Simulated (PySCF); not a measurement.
**Si 2p3/2 core levels and what the atom is bonded to**

Gas-phase molecules, one conformer each, relaxed by PBE0-D3(BJ)/def2-SVP with no frequency check. Core levels by delta-SCF with SCAN, pcX-2 on the ionised atom and pcseg-1 elsewhere, spin-free X2C (2p3/2 is the spin-free 2p value less a third of a first-order spin-orbit splitting); energies from the vacuum level.

```tsv
structure (SMILES)	Si bonded to	mean electronegativity of these (Pauling)	Si 2p3/2 (eV)
C[SiH2][SiH3]	1 C + 1 Si + 2 H	2.21	106.35
Cl[SiH]([GeH3])[GeH3]	1 Cl + 2 Ge + 1 H	2.34	107.34
N#C[Si]([SiH3])([SiH3])O[SiH3]	1 C + 1 O + 2 Si	2.45	107.68
O[Si](Cl)([GeH3])[GeH3]	1 Cl + 2 Ge + 1 O	2.65	107.79
C[Si](N)([SiH3])Cl	1 C + 1 Cl + 1 N + 1 Si	2.66	?
F[SiH]([GeH3])O[Si](F)(F)F	1 F + 1 Ge + 1 O + 1 H	2.91	108.88
```

**Question.** Fit a straight line to the complete rows and predict the core level of Si in C[Si](N)([SiH3])Cl, bonded to 1 C + 1 Cl + 1 N + 1 Si.

**Answer.** E = 99.684 + 3.155·χ (5 points, rms 0.25 eV, correlation 0.953). At 2.66 this gives 108.08 eV; the calculation itself gave 107.24 eV, so the fit is off by 0.84.

For scale, for C[Si](N)([SiH3])Cl: hardware: 1 thread of Arm Neoverse N1 (aarch64), shared host; wall time 93 s, peak memory 0.47 GiB, launched as `OMP_NUM_THREADS=1 python cluster_run.py task.json out`.
